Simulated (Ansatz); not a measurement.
Reaction (ligand exchange at the Al–C bond): `O/C(S)=[CH]/[AlH2]` + `C=CCO` → `C=CC[O][AlH2]` + `C=C(O)S`

Program: Ansatz. Geometries: PBE0-D4/def2-TZVP. ΔE: electronic, gas phase. CCSD(T)/CBS adds triple-zeta CCSD(T) − MP2 to the extrapolated MP2 energy (def2 sets, frozen cores). Functionals use def2-TZVPP. B3LYP here is the variant with VWN-RPA as its local correlation; programs differ in this. Each species was taken in one conformer, which may not be the lowest.

```json
{"level": "PBE-D4", "ΔE (kJ/mol)": "-98.1", "difference from CCSD(T)/CBS": "12.4"}
{"level": "r2SCAN-D4", "ΔE (kJ/mol)": "-104.1", "difference from CCSD(T)/CBS": "6.4"}
{"level": "PBE0-D4", "ΔE (kJ/mol)": "-99.9", "difference from CCSD(T)/CBS": "10.6"}
{"level": "B3LYP-D4", "ΔE (kJ/mol)": "-111.6", "difference from CCSD(T)/CBS": "-1.1"}
{"level": "ωB97X-V", "ΔE (kJ/mol)": "-109.2", "difference from CCSD(T)/CBS": "1.3"}
{"level": "ωB97M-V", "ΔE (kJ/mol)": "-108.6", "difference from CCSD(T)/CBS": "1.9"}
{"level": "B2PLYP", "ΔE (kJ/mol)": "-113.0", "difference from CCSD(T)/CBS": "-2.5"}
{"level": "PBE", "ΔE (kJ/mol)": "-99.1", "difference from CCSD(T)/CBS": "11.4"}
{"level": "r2SCAN", "ΔE (kJ/mol)": "-104.2", "difference from CCSD(T)/CBS": "6.3"}
{"level": "PBE0", "ΔE (kJ/mol)": "-100.7", "difference from CCSD(T)/CBS": "9.8"}
{"level": "B3LYP", "ΔE (kJ/mol)": "-113.5", "difference from CCSD(T)/CBS": "-3.0"}
{"level": "HF/def2-TZVPP", "ΔE (kJ/mol)": "-119.9", "difference from CCSD(T)/CBS": "-9.4"}
{"level": "MP2/def2-TZVPP", "ΔE (kJ/mol)": "-109.0", "difference from CCSD(T)/CBS": "1.5"}
{"level": "SCS-MP2/def2-TZVPP", "ΔE (kJ/mol)": "-113.5", "difference from CCSD(T)/CBS": "-3.0"}
{"level": "CCSD/def2-TZVPP", "ΔE (kJ/mol)": "-113.2", "difference from CCSD(T)/CBS": "-2.7"}
{"level": "CCSD(T)/def2-TZVPP", "ΔE (kJ/mol)": "-110.6", "difference from CCSD(T)/CBS": "-0.1"}
{"level": "HF/def2-QZVPP", "ΔE (kJ/mol)": "-121.5", "difference from CCSD(T)/CBS": "-11.0"}
{"level": "MP2/def2-QZVPP", "ΔE (kJ/mol)": "-109.5", "difference from CCSD(T)/CBS": "1.0"}
{"level": "SCS-MP2/def2-QZVPP", "ΔE (kJ/mol)": "-114.0", "difference from CCSD(T)/CBS": "-3.5"}
{"level": "HF/CBS(def2)", "ΔE (kJ/mol)": "-121.8", "difference from CCSD(T)/CBS": "-11.3"}
{"level": "MP2/CBS(def2)", "ΔE (kJ/mol)": "-108.9", "difference from CCSD(T)/CBS": "1.6"}
{"level": "CCSD/CBS(def2)", "ΔE (kJ/mol)": "-113.0", "difference from CCSD(T)/CBS": "-2.5"}
{"level": "CCSD(T)/CBS", "ΔE (kJ/mol)": "-110.5", "difference from CCSD(T)/CBS": "0"}
```

Largest T1 diagnostic among the species: 0.013.

In def2-TZVPP, CCSD(T) changes the Hartree–Fock value by +9.4 kJ/mol (the triples alone add +2.6 kJ/mol) and MP2 by +10.9 kJ/mol.
